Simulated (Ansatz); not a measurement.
This geometry of AlClF2H2S (7 atoms, charge 0, multiplicity 1) is a first-order saddle point.

Computed with Ansatz, RHF/def2-SVP.

```xyz
7
Properties=species:S:1:pos:R:3
Al 0.080 -0.389 -0.056
Cl -0.118 -0.017 2.250
F 1.453 0.343 -0.577
F -1.374 -0.081 -0.758
S 0.338 -2.592 0.562
H -0.946 -2.932 0.398
H 0.087 -1.456 1.902
```

**Question.** Which two structures does it join? (They come from a converged band through this point; their orientation in space is the band's.)

**Answer.** Bonds broken: Al1–Cl2, S5–H7. Bonds formed: Cl2–H7.

First end point:

```xyz
7
Properties=species:S:1:pos:R:3
Al 0.055 -0.038 0.158
Cl -0.115 0.759 2.097
F 1.447 0.255 -0.673
F -1.330 -0.207 -0.727
S 0.314 -2.523 0.633
H -0.931 -2.862 0.283
H 0.080 -2.508 1.949
```

Last end point:

```xyz
7
Properties=species:S:1:pos:R:3
Al 0.083 -0.598 -0.227
Cl -0.099 0.053 2.364
F 1.434 0.297 -0.499
F -1.384 0.025 -0.635
S 0.297 -2.761 0.012
H -1.011 -3.023 -0.081
H 0.201 -1.116 2.787
```

**Question.** How far does it lie above each of them?

**Answer.** 1.47 eV above the first and 0.49 eV above the second. This is the barrier of this one path; another mechanism may lie lower. The orbitals stay closed-shell, which can raise the energy where a bond breaks towards radicals; this wasn't checked here.

Time of the run: 2.1 min on 1 thread of Arm Neoverse V1, with other jobs on the host, peak memory 0.18 GiB.
